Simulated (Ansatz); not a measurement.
`[AlH2][CH2][CH2][GeH3]`. Charge 0, multiplicity 1.

```xyz
13

Al   -0.460   -0.922   -2.361
C     0.315   -0.005   -0.808
C    -0.445   -0.159    0.512
Ge    0.407    0.794    2.002
H     0.244   -0.815   -3.784
H    -1.793   -1.775   -2.202
H     0.425    1.056   -1.072
H     1.351   -0.358   -0.701
H    -1.471    0.211    0.423
H    -0.534   -1.211    0.797
H     0.495    2.297    1.669
H     1.839    0.261    2.202
H    -0.373    0.626    3.322
```

Task: What are the harmonic wavenumbers in cm⁻¹ at PBE0-D4/def2-TZVP (Ansatz, finite differences of forces, unscaled)? (Best estimate.)

Result: Ansatz gave: 50, 85, 123, 128, 181, 443, 454, 476, 534, 621, 653, 695, 787, 791, 832, 883, 885, 1030, 1058, 1125, 1244, 1291, 1427, 1449, 1904, 1910, 2132, 2137, 2137, 3007, 3040, 3055, 3100.

Task: Is this a minimum?

Result: Yes, all 33 modes are real.

Task: Give the ideal-gas thermochemistry at 298.15 K and 1 bar (rigid rotor, harmonic oscillator; point group Cs, symmetry number 1).

Result: Zero-point energy 237.3 kJ/mol; H(298) − E = 261.4 kJ/mol; entropy 377.0 J/(mol·K), of which translation 169.8, rotation 114.4, vibration 92.7; G(298) − E = 149.0 kJ/mol. Modes under 100 cm⁻¹ are hindered rotations or soft bends, so the harmonic entropy is rough.

Task: And at 400, 500, 600, 800 and 1000 K?

Result: 
```tsv
T (K)	H − E (kJ/mol)	S (J/mol/K)	G − E (kJ/mol)
400	275.6	417.9	108.5
500	292.0	454.5	64.8
600	310.5	488.0	17.7
800	352.1	547.7	-86.1
1000	398.4	599.3	-200.9
```

Task: Rotational constants (cm⁻¹)?

Result: 0.6326, 0.03175, 0.03092.
